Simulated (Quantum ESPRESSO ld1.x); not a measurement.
ld1.x (Quantum ESPRESSO 7.5) input

```
 &input
    atom='Bi',
    iswitch=1,
    rel=1,
    lsd=1,
    dft='PZ',
    config='[Hg] 6p1',
    verbosity='high',
    prefix='ld1',
    max_out_wfc=37,
    file_charge='ld1.rho',
 /
```

Command: `OMP_NUM_THREADS=1 ld1.x < ld1.in > ld1.out`

Output:

```
     Program LD1 v.7.5 starts

     --------------------------- All-electron run ----------------------------

     scalar relativistic calculation

     atomic number is 83.00
     dft =PZ   lsd =1 sic =0 latt =0  beta=0.20 tr2=1.0E-14
     Exchange-correlation= PZ
                           (   1   1   0   0   0   0   0)
     mesh =2129 r(mesh) =  99.99892 a.u. xmin = -8.00 dx = 0.00800
     1 Ry =  13.60569312 eV, c = 137.03599908

     n l     nl                  e(Ry)          e(Ha)          e(eV)
     1 0     1S 1( 1.00)   -6661.617560998   -3330.808780499 -90635.9242377
     2 0     2S 1( 1.00)   -1198.068949863    -599.034474931 -16300.5584720
     2 1     2P 1( 3.00)   -1025.218328903    -512.609164452 -13948.8059671
     3 0     3S 1( 1.00)    -290.161668639    -145.080834319  -3947.8506196
     3 1     3P 1( 3.00)    -240.798193043    -120.399096521  -3276.2263191
     4 0     4S 1( 1.00)     -67.545921215     -33.772960608   -919.0090758
     4 1     4P 1( 3.00)     -51.371711790     -25.685855895   -698.9477458
     3 2     3D 1( 5.00)    -191.200319432     -95.600159716  -2601.4128712
     5 0     5S 1( 1.00)     -12.914017089      -6.457008544   -175.7041535
     5 1     5P 1( 3.00)      -8.351194736      -4.175597368   -113.6237928
     4 2     4D 1( 5.00)     -32.899224363     -16.449612181   -447.6167507
     6 0     6S 1( 1.00)      -2.306294763      -1.153147381    -31.3787388
     5 2     5D 1( 5.00)      -3.290595497      -1.645297749    -44.7708325
     4 3     4F 1( 7.00)     -12.543605419      -6.271802710   -170.6644460
     6 1     6P 1( 1.00)      -1.458908656      -0.729454328    -19.8494635
     1 0     1S 2( 1.00)   -6661.616197003   -3330.808098501 -90635.9056796
     2 0     2S 2( 1.00)   -1198.068359240    -599.034179620 -16300.5504362
     2 1     2P 2( 3.00)   -1025.217403784    -512.608701892 -13948.7933802
     3 0     3S 2( 1.00)    -290.160864998    -145.080432499  -3947.8396855
     3 1     3P 2( 3.00)    -240.797308377    -120.398654188  -3276.2142826
     4 0     4S 2( 1.00)     -67.544650690     -33.772325345   -918.9917894
     4 1     4P 2( 3.00)     -51.370329298     -25.685164649   -698.9289361
     3 2     3D 2( 5.00)    -191.199524210     -95.599762105  -2601.4020517
     5 0     5S 2( 1.00)     -12.910546404      -6.455273202   -175.6569324
     5 1     5P 2( 3.00)      -8.347102783      -4.173551392   -113.5681189
     4 2     4D 2( 5.00)     -32.897696291     -16.448848145   -447.5959602
     6 0     6S 2( 1.00)      -2.264021433      -1.132010716    -30.8035808
     5 2     5D 2( 5.00)      -3.279781134      -1.639890567    -44.6236956
     4 3     4F 2( 7.00)     -12.541911165      -6.270955582   -170.6413945
     6 1     6P 2( 0.00)      -1.408789234      -0.704394617    -19.1675540

     final scf error:  5.3E-15 reached in  23 iterations

     Etot =  -43036.909910 Ry,  -21518.454955 Ha, -585546.989194 eV
     Total magnetization:    1.00 Bohr mag.

     Ekin =   48823.142064 Ry,   24411.571032 Ha,  664272.688223 eV
     Encl = -107512.028840 Ry,  -53756.014420 Ha,-1462775.671423 eV
     Eh   =   16417.272323 Ry,    8208.636162 Ha,  223368.369146 eV
     Exc  =    -765.295457 Ry,    -382.647729 Ha,  -10412.375140 eV

     normalization and overlap integrals

     s(1S/1S) =  1.000000  <r> =   0.0158  <r2> =    0.0003  r(max) =   0.0096
     s(1S/2S) = -0.042021
     s(1S/3S) = -0.018429
     s(1S/4S) = -0.009198
     s(1S/5S) = -0.004290
     s(1S/6S) = -0.001616
     s(2S/2S) =  1.000000  <r> =   0.0665  <r2> =    0.0052  r(max) =   0.0564
     s(2S/3S) = -0.011937
     s(2S/4S) = -0.005673
     s(2S/5S) = -0.002618
     s(2S/6S) = -0.000984
     s(2P/2P) =  1.000000  <r> =   0.0606  <r2> =    0.0045  r(max) =   0.0469
     s(2P/3P) = -0.009243
     s(2P/4P) = -0.004168
     s(2P/5P) = -0.001794
     s(2P/6P) = -0.000594
     s(3S/3S) =  1.000000  <r> =   0.1717  <r2> =    0.0337  r(max) =   0.1584
     s(3S/4S) = -0.004162
     s(3S/5S) = -0.001852
     s(3S/6S) = -0.000692
     s(3P/3P) =  1.000000  <r> =   0.1738  <r2> =    0.0350  r(max) =   0.1584
     s(3P/4P) = -0.003472
     s(3P/5P) = -0.001442
     s(3P/6P) = -0.000475
     s(4S/4S) =  1.000000  <r> =   0.3773  <r2> =    0.1606  r(max) =   0.3553
     s(4S/5S) = -0.001319
     s(4S/6S) = -0.000483
     s(4P/4P) =  1.000000  <r> =   0.4029  <r2> =    0.1844  r(max) =   0.3757
     s(4P/5P) = -0.001045
     s(4P/6P) = -0.000338
     s(3D/3D) =  1.000000  <r> =   0.1575  <r2> =    0.0290  r(max) =   0.1297
     s(3D/4D) = -0.002545
     s(3D/5D) = -0.000847
     s(5S/5S) =  1.000000  <r> =   0.8299  <r2> =    0.7715  r(max) =   0.7719
     s(5S/6S) = -0.000294
     s(5P/5P) =  1.000000  <r> =   0.9473  <r2> =    1.0117  r(max) =   0.8566
     s(5P/6P) = -0.000197
     s(4D/4D) =  1.000000  <r> =   0.4227  <r2> =    0.2062  r(max) =   0.3818
     s(4D/5D) = -0.000677
     s(6S/6S) =  1.000000  <r> =   2.0678  <r2> =    4.7895  r(max) =   1.8315
     s(5D/5D) =  1.000000  <r> =   1.2291  <r2> =    1.7448  r(max) =   1.0296
     s(4F/4F) =  1.000000  <r> =   0.4410  <r2> =    0.2322  r(max) =   0.3414
     s(6P/6P) =  1.000000  <r> =   2.6004  <r2> =    7.5944  r(max) =   2.2731
     s(1S/1S) =  1.000000  <r> =   0.0158  <r2> =    0.0003  r(max) =   0.0096
     s(1S/2S) = -0.042021
     s(1S/3S) = -0.018429
     s(1S/4S) = -0.009198
     s(1S/5S) = -0.004290
     s(1S/6S) = -0.001630
     s(2S/2S) =  1.000000  <r> =   0.0665  <r2> =    0.0052  r(max) =   0.0564
     s(2S/3S) = -0.011937
     s(2S/4S) = -0.005673
     s(2S/5S) = -0.002618
     s(2S/6S) = -0.000992
     s(2P/2P) =  1.000000  <r> =   0.0606  <r2> =    0.0045  r(max) =   0.0469
     s(2P/3P) = -0.009243
     s(2P/4P) = -0.004168
     s(2P/5P) = -0.001794
     s(2P/6P) = -0.000596
     s(3S/3S) =  1.000000  <r> =   0.1717  <r2> =    0.0337  r(max) =   0.1584
     s(3S/4S) = -0.004162
     s(3S/5S) = -0.001852
     s(3S/6S) = -0.000697
     s(3P/3P) =  1.000000  <r> =   0.1738  <r2> =    0.0350  r(max) =   0.1584
     s(3P/4P) = -0.003472
     s(3P/5P) = -0.001442
     s(3P/6P) = -0.000476
     s(4S/4S) =  1.000000  <r> =   0.3773  <r2> =    0.1606  r(max) =   0.3553
     s(4S/5S) = -0.001319
     s(4S/6S) = -0.000487
     s(4P/4P) =  1.000000  <r> =   0.4029  <r2> =    0.1844  r(max) =   0.3757
     s(4P/5P) = -0.001045
     s(4P/6P) = -0.000339
     s(3D/3D) =  1.000000  <r> =   0.1575  <r2> =    0.0290  r(max) =   0.1297
     s(3D/4D) = -0.002545
     s(3D/5D) = -0.000850
     s(5S/5S) =  1.000000  <r> =   0.8298  <r2> =    0.7713  r(max) =   0.7719
     s(5S/6S) = -0.000296
     s(5P/5P) =  1.000000  <r> =   0.9470  <r2> =    1.0108  r(max) =   0.8566
     s(5P/6P) = -0.000198
     s(4D/4D) =  1.000000  <r> =   0.4227  <r2> =    0.2061  r(max) =   0.3818
     s(4D/5D) = -0.000679
     s(6S/6S) =  1.000000  <r> =   2.0592  <r2> =    4.7533  r(max) =   1.8315
     s(5D/5D) =  1.000000  <r> =   1.2250  <r2> =    1.7318  r(max) =   1.0296
     s(4F/4F) =  1.000000  <r> =   0.4410  <r2> =    0.2322  r(max) =   0.3414
     s(6P/6P) =  1.000000  <r> =   2.6042  <r2> =    7.6326  r(max) =   2.2731

     ------------------------ End of All-electron run ------------------------
```

Run on one thread of a shared host, so times are rough (Intel(R) Xeon(R) Processor @ 2.60GHz): 0.9 s of CPU time, 0.94 s wall, 23 iterations on 2129 mesh points.
